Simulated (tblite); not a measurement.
C2H12NPSi2.
Numbering: `[CH3:1][NH:2][SiH2:3][PH:4][SiH2:5][CH3:6]` (hydrogens: H7, H8, H9 on C1; H10 on N2; H11, H12 on Si3; H13 on P4; H14, H15 on Si5; H16, H17, H18 on C6)

Computed with GFN2-xTB (tblite), gas phase: nudged elastic band of 9 images (0 to 8), spring 0.2 eV/Å², climbing image at the end, force threshold 0.05 eV/Å. The top image wasn't refined or checked by frequencies; at this threshold it can lie a kcal/mol or more above the true saddle point of the method.

Path: rotation about Si3–N2 (SiH2 silicon, silicon-bound nitrogen), followed by the dihedral P4–Si3–N2–C1, from 175° to -35°. Start geometry (image 0):
```
atom  x, y, z in Å
C1     -2.707    0.953   -0.027
N2     -1.524    0.295   -0.523
Si3    -1.007   -1.236    0.052
P4      0.737   -1.735   -1.247
Si5     2.369   -0.524   -0.316
C6      2.065    1.307   -0.720
H7     -3.623    0.581   -0.498
H8     -2.782    0.772    1.042
H9     -2.641    2.028   -0.199
H10    -1.352    0.511   -1.495
H11    -1.964   -2.352   -0.069
H12    -0.709   -1.052    1.480
H13     1.040   -2.892   -0.565
H14     3.625   -0.991   -0.916
H15     2.456   -0.704    1.142
H16     2.879    1.926   -0.358
H17     1.985    1.458   -1.793
H18     1.143    1.661   -0.266
```

The first guess turns that dihedral rigidly in even steps and adds one set of random displacements (0.04 Å standard deviation a coordinate) to every inner image. Energies of the images above image 0 (eV) in the early part of the optimisation:

```tsv
iteration	1	2	3	4	5	6	7	8
0	0.828	0.792	0.836	0.998	1.638	3.006	2.811	0.077
10	0.074	0.141	0.215	0.329	0.733	1.200	1.135	0.077
20	0.037	0.102	0.175	0.283	0.608	0.883	0.802	0.077
30	0.030	0.093	0.163	0.243	0.320	0.323	0.258	0.077
40	0.024	0.085	0.157	0.206	0.205	0.181	0.141	0.077
50	0.022	0.084	0.156	0.196	0.189	0.155	0.122	0.077
60	0.022	0.083	0.156	0.195	0.187	0.153	0.120	0.077
```

Q: Where does the band end, and how far was the first guess from it?

A: Final energies, images 1 to 8: 0.020, 0.081, 0.155, 0.184, 0.175, 0.136, 0.103, 0.077 eV. The highest point drops from 3.01 eV (image 6) to 0.184 eV (image 4), by 2.82 eV. Image 4 moved by 0.17 Å rms, its dihedral from -104° to -98°. The end images are fixed. The true force on the top image ends at 0.028 eV/Å, and the largest on any image at 0.05 eV/Å; away from the top, the method drives only the force across the path to zero. The last saved iteration is 70.

What follows is the cost of the whole band run. The run took 6.4 s wall on an Intel Xeon Platinum 8488C with one thread, shared host with 192 logical CPUs at a one-minute load of 50, and the process peaked at 0.19 GiB of memory.
